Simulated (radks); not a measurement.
Q: These are the eigenvalues of the occupied orbitals of an atom or ion with whole-number occupations (eV). All-electron calculation, non-relativistic Kohn-Sham, PBE, spin-polarised, spherical densities, point nucleus. Program: a radial shooting solver on a logarithmic mesh with Libxc functionals.

orbital  eigenvalue
1s up     -83299.28
1s down   -83299.25
2s up     -15966.44
2s down   -15964.90
2p up     -15470.34
2p down   -15469.16
3s up     -5461.332
3s down   -5460.426
3p up     -5231.937
3p down   -5231.061
3d up     -4811.814
3d down   -4810.613
4s up     -2613.857
4s down   -2610.211
4p up     -2511.081
4p down   -2507.408
4d up     -2329.557

Which element is it, and in what charge state? The configuration may be excited. Open shells, if any, are filled with parallel spins first.

A: Z = 83, bismuth, charge +46: Bi46+ in [Kr] 4d1. The list shows which subshells hold electrons but not how many an open one holds; the 1s level, -3061.2 hartree, gives Z - s = 78.2 by -(Z - s)^2/2, which with screening narrows Z to a few neighbours, and the depths of the outer levels then fix element, charge and occupations together.
